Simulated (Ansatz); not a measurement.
Computed with Ansatz.

A structure relaxed at PBE0-D4/def2-TZVP, charge 0, multiplicity 1:

| atom | x (Å) | y (Å) | z (Å) |
| --- | --- | --- | --- |
| Si1 | -1.5811 | 0.7388 | 0.8636 |
| Si2 | -0.3222 | -0.2766 | -0.8016 |
| B3 | 1.1391 | -1.5008 | -0.6100 |
| C4 | 1.5947 | -0.1689 | -0.1230 |
| H5 | -0.9604 | 0.4081 | 2.1745 |
| H6 | -2.9785 | 0.2309 | 0.8398 |
| H7 | -1.6149 | 2.2175 | 0.7033 |
| H8 | -0.7076 | 0.1485 | -2.1777 |
| H9 | 1.6643 | -2.3672 | -1.2291 |
| H10 | 1.2459 | 0.2702 | 0.8133 |
| H11 | 2.5206 | 0.2994 | -0.4531 |

Task: Give its formula and SMILES.

Result: CH7BSi2, `[SiH3][SiH]1BC1`.

Task: Summarise the bond lengths by kind.

Result: 1 × Si–Si 2.321 Å; 4 × H–Si 1.487 to 1.491 Å; 1 × B–Si 1.916 Å; 1 × C–Si 2.036 Å; 1 × B–C 1.489 Å; 1 × B–H 1.187 Å; 2 × C–H 1.089 to 1.091 Å.
